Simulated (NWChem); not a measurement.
System: HSeSCl; SMILES S[Se]Cl

Output (shortened):

```
             Northwest Computational Chemistry Package (NWChem) 7.3.0
             --------------------------------------------------------

 C1  symmetry detected

                             Geometry "geometry" -> ""
                             -------------------------

 Output coordinates in angstroms (scale by  1.889725989 to convert to a.u.)

  No.       Tag          Charge          X              Y              Z
 ---- ---------------- ---------- -------------- -------------- --------------
    1 Se                  34.0000     0.67516116    -0.02663928     0.00661516
    2 Cl                  17.0000    -0.62807883     1.75301595     0.01069542
    3 S                   16.0000    -0.70966019    -1.69254429     0.05455708
    4 H                    1.0000    -0.92357643    -1.81482683    -1.27965101

 Effective nuclear repulsion energy (a.u.)     328.4893729101

                                 NWChem DFT Module
                                 -----------------

 Summary of "ao basis" -> "ao basis" (spherical)
 ------------------------------------------------------------------------------
       Tag                 Description            Shells   Functions and Types
 ---------------- ------------------------------  ------  ---------------------
 Se                        def2-svpd                15       41   6s5p4d
 Cl                        def2-svpd                11       27   5s4p2d
 S                         def2-svpd                11       27   5s4p2d
 H                         def2-svpd                 4        8   2s2p

            General Information
            -------------------
          SCF calculation type: DFT
          Wavefunction type:  closed shell.
          No. of atoms     :     4
          No. of electrons :    68
           Alpha electrons :    34
            Beta electrons :    34
          Charge           :     0
          Spin multiplicity:     1
          Use of symmetry is: off; symmetry adaption is: off
          Maximum number of iterations: 150
          AO basis - number of functions:   103
                     number of shells:    41
          Convergence on energy requested:  1.00D-06
          Convergence on density requested:  1.00D-05
          Convergence on gradient requested:  5.00D-04

              XC Information
              --------------
                         B3LYP Method XC Potential
                     Hartree-Fock (Exact) Exchange  0.200
                        Slater Exchange Functional  0.800 local
                    Becke 1988 Exchange Functional  0.720 non-local
              Lee-Yang-Parr Correlation Functional  0.810
                  VWN I RPA Correlation Functional  0.190 local

             Grid Information
             ----------------
          Grid used for XC integration:  medium
          Radial quadrature: Mura-Knowles
          Angular quadrature: Lebedev.
          Tag              B.-S. Rad. Rad. Pts. Rad. Cut. Ang. Pts.
          ---              ---------- --------- --------- ---------
          Se                  1.15      112          12.0       590
          Cl                  1.00       88          13.0       590
          S                   1.00       88          13.0       590
          H                   0.35       45          12.0       434
          Grid pruning is: on
          Number of quadrature shells:   333
          Spatial weights used:  Erf1

      Superposition of Atomic Density Guess
      -------------------------------------

 Sum of atomic energies:       -3256.69442518

      Non-variational initial energy
      ------------------------------

 Total energy =   -3257.162578
 1-e energy   =   -5183.163330
 2-e energy   =    1597.511379
 HOMO         =      -0.240657
 LUMO         =      -0.068316

[...]

                                NWChem TDDFT Module
                                -------------------

            General Information
            -------------------
           No. of orbitals :     206
            Alpha orbitals :     103
             Beta orbitals :     103
        Alpha frozen cores :       0
         Beta frozen cores :       0
     Alpha frozen virtuals :       0
      Beta frozen virtuals :       0
         Spin multiplicity :       1
    Number of AO functions :     103
        Use of symmetry is : off
      Symmetry adaption is : off
         Schwarz screening :  0.10D-07

              XC Information
              --------------
                  B3LYP Method XC Potential
              Hartree-Fock (Exact) Exchange   0.20
                 Slater Exchange Functional   0.80 local
             Becke 1988 Exchange Functional   0.72 non-local
       Lee-Yang-Parr Correlation Functional   0.81
           VWN I RPA Correlation Functional   0.19 local

             TDDFT Information
             -----------------
          Calculation type : Tamm-Dancoff TDDFT
         Wavefunction type : Restricted singlets
          No. of electrons :      68
           Alpha electrons :      34
            Beta electrons :      34
              No. of roots :       6
          Max subspacesize :    5200
            Max iterations :     100
               Target root :       1
           Target symmetry : none
      Symmetry restriction : off
                 Algorithm : Optimal
        Davidson threshold :  0.10D-03

    6 smallest eigenvalue differences (eV)
--------------------------------------------------------
  No. Spin  Occ  Vir  Irrep   E(Occ)    E(Vir)   E(Diff)
--------------------------------------------------------
    1    1   34   35 a        -0.256    -0.105     4.093
    2    1   34   36 a        -0.256    -0.071     5.010
    3    1   33   35 a        -0.299    -0.105     5.270
    4    1   32   35 a        -0.326    -0.105     6.004
    5    1   33   36 a        -0.299    -0.071     6.187
    6    1   34   37 a        -0.256    -0.019     6.432
--------------------------------------------------------

  Entering Davidson iterations
  Restricted singlet excited states

  Iter   NTrls   NConv    DeltaV     DeltaE      Time
  ----  ------  ------  ---------  ---------  ---------
    1      6       0     0.98E-01   0.10+100       25.0
    2     12       0     0.23E-01   0.12E-01       23.0
    3     18       0     0.51E-02   0.65E-03       23.0
    4     24       0     0.12E-01   0.20E-03       26.0
    5     30       1     0.11E-01   0.43E-03       20.7
    6     35       5     0.21E-02   0.11E-03       22.7
    7     36       5     0.52E-03   0.62E-05       17.9
    8     37       6     0.83E-04   0.23E-06       18.1
  ----  ------  ------  ---------  ---------  ---------
  Convergence criterion met

  Ground state a       -3260.073487858671 a.u.

  ----------------------------------------------------------------------------
  Root   1 singlet a              0.109894131 a.u.                2.9904 eV
  ----------------------------------------------------------------------------
     Transition Moments    X  0.00615   Y  0.00712   Z -0.08811
     Dipole Oscillator Strength                    0.0005752679
     Electric Quadrupole                           0.0000000027
     Magnetic Dipole                               0.0000003311
     Total Oscillator Strength                     0.0005756017

     Occ.   34  a   ---  Virt.   35  a        0.99421
     Occ.   34  a   ---  Virt.   36  a       -0.08262
  ----------------------------------------------------------------------------
  Root   2 singlet a              0.143201001 a.u.                3.8967 eV
  ----------------------------------------------------------------------------
     Transition Moments    X -0.07169   Y -0.04684   Z  0.07661
     Dipole Oscillator Strength                    0.0012604220
     Electric Quadrupole                           0.0000000018
     Magnetic Dipole                               0.0000002536
     Total Oscillator Strength                     0.0012606774

     Occ.   33  a   ---  Virt.   35  a       -0.07437
     Occ.   34  a   ---  Virt.   35  a       -0.08177
     Occ.   34  a   ---  Virt.   36  a       -0.98995
  ----------------------------------------------------------------------------
  Root   3 singlet a              0.169196061 a.u.                4.6041 eV
  ----------------------------------------------------------------------------
     Transition Moments    X -0.03249   Y -0.64141   Z -0.01040
     Dipole Oscillator Strength                    0.0465369841
     Electric Quadrupole                           0.0000000586
     Magnetic Dipole                               0.0000003920
     Total Oscillator Strength                     0.0465374346

     Occ.   29  a   ---  Virt.   35  a        0.07038
     Occ.   31  a   ---  Virt.   35  a        0.05563
     Occ.   32  a   ---  Virt.   35  a       -0.15104
     Occ.   32  a   ---  Virt.   36  a        0.26065
     Occ.   33  a   ---  Virt.   35  a        0.90307
     Occ.   33  a   ---  Virt.   36  a        0.24286
     Occ.   33  a   ---  Virt.   37  a        0.05277
     Occ.   34  a   ---  Virt.   36  a       -0.06621
     Occ.   34  a   ---  Virt.   37  a        0.05270
  ----------------------------------------------------------------------------
  Root   4 singlet a              0.180391144 a.u.                4.9087 eV
  ----------------------------------------------------------------------------
     Transition Moments    X  0.23488   Y -0.14051   Z  0.00913
     Dipole Oscillator Strength                    0.0090188771
     Electric Quadrupole                           0.0000000339
     Magnetic Dipole                               0.0000000927
     Total Oscillator Strength                     0.0090190037

[...]
```

Level: B3LYP/def2-SVPD, TDA. The geometry was optimised at PBE0/def2-SVP. B3LYP is NWChem's, with the RPA form of VWN correlation.

Problem. Which NWChem input produces such a log?

Solution. One answer among several that fit: the input that was run:
```
start job
memory heap 200 mb stack 900 mb global 1100 mb
geometry units angstroms noautoz
  Se     0.676320    -0.018292     0.011499
  Cl    -0.639846     1.751829     0.013094
  S     -0.696410    -1.694223     0.057713
  H     -0.907351    -1.818387    -1.276795
end
basis spherical
  * library def2-svpd
end
dft
  xc b3lyp
  iterations 150
end
tddft
  cis
  nroots 6
  notriplet
end
task tddft energy
```
